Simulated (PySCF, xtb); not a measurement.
Si(F)2(Br)(OH) (BrF2HOSi), SMILES O[Si](F)(F)Br. One conformer was computed; it need not be the lowest.

Harmonic wavenumbers (cm⁻¹) from xtb with GFN2-xTB at its own minimum, in rising order: 139, 157, 209, 231, 257, 272, 494, 739, 854, 915, 1029, 3660.

Problem. What does PBE-D3(BJ)/def2-SVP (PySCF 2.14.0) give at its own minimum? (An estimate is asked for; the answer gives what the named calculation found.)

Solution. 119, 188, 205, 264, 319, 320, 470, 751, 856, 941, 975, 3754. Paired by order, the mean absolute difference is 34 cm⁻¹ and the zero-point energies are 12.8 and 13.1 kcal/mol.
